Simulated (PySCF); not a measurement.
## Exercise with solution: dipole moment from atomic charges

C3HF4, SMILES [CH]=C(F)C(F)(F)F, multiplicity 2. Atoms are numbered in the order given.

```xyz
8

C      1.2243    -1.6489     0.0000
C      0.1038    -0.9661     0.0000
F     -1.1110    -1.5242     0.0000
C      0.0168     0.5489     0.0000
F     -0.6400     0.9868    -1.0808
F     -0.6400     0.9868     1.0808
F      1.2393     1.0924     0.0000
H      2.2958    -1.4806     0.0000
```
Charge 0, spin multiplicity 2.

The structure is a stationary point at B3LYP-D3(BJ)/def2-SVP. The isomer is the one that the SMILES or the coordinates give; other isomers of the formula were not compared.

Charges (e) from PySCF with PBE/def2-TZVP:

```csv
atom,Mulliken,ESP fit
C1,-0.187,-0.208
C2,0.121,0.105
F3,-0.133,-0.080
C4,0.374,0.308
F5,-0.116,-0.106
F6,-0.116,-0.106
F7,-0.126,-0.123
H8,0.182,0.209
```

The dipole moment of the full density is 1.60 D.

Q: What dipole moment does each set of point charges give, and which comes closer to that of the density?

A: 
μ = Σ q r, and 1 e Å = 4.8032 D.
Mulliken: Σ q r = (0.348, -0.037, 0.000) e Å, |μ| = 1.68 D.
ESP fit: Σ q r = (0.313, -0.120, 0.000) e Å, |μ| = 1.61 D.
ESP fit comes closer in size. Point charges leave out the atoms' own dipoles (lone pairs, polarised bonds); fits to the potential absorb them, partitions of the density don't.
